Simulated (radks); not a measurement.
Values are calculated unless marked as measured or tabulated.
The phosphorus ion P4+, configuration [Ne] 3s1. Level of theory: scalar-relativistic Kohn-Sham, PBEsol, spin-polarised, spherical densities, finite nucleus; open shells are filled with parallel spins first; Fermi nuclear charge, rms radius 3.1889 fm (a radial shooting solver on a logarithmic mesh with Libxc functionals).

Normalised radial functions P(r) = r R(r), r in bohr:

r	2p up	3s up	3p up
0.009287	0.0089	0.0921	0.0032
0.01363	0.0185	0.1260	0.0067
0.02002	0.0378	0.1666	0.0137
0.02939	0.0757	0.2091	0.0275
0.04315	0.1472	0.2408	0.0534
0.06335	0.2742	0.2385	0.0992
0.093	0.4803	0.1691	0.1728
0.1365	0.7726	0.0060	0.2743
0.1989	1.0990	-0.2267	0.3780
0.292	1.3490	-0.4299	0.4250
0.4286	1.3434	-0.4077	0.3155
0.6293	1.0166	-0.0335	-0.0128
0.9239	0.5331	0.5420	-0.4797
1.356	0.1691	0.8876	-0.8157
1.991	0.0258	0.6855	-0.7208
2.924	0.0013	0.2456	-0.3215
4.293	0.0000	0.0326	-0.0587
6.302	0.0000	0.0011	-0.0030
9.252	0.0000	0.0000	0.0000

2p up: eigenvalue -180.71 eV, 0 radial nodes, <r> = 0.482 bohr, 90 % of the charge inside 0.805 bohr. 3s up: eigenvalue -59.480 eV, 2 radial nodes at r = 0.138, 0.645 bohr, <r> = 1.59 bohr, 90 % of the charge inside 2.34 bohr. 3p up (empty): eigenvalue -48.619 eV, 1 radial node at r = 0.622 bohr, <r> = 1.72 bohr, 90 % of the charge inside 2.56 bohr.
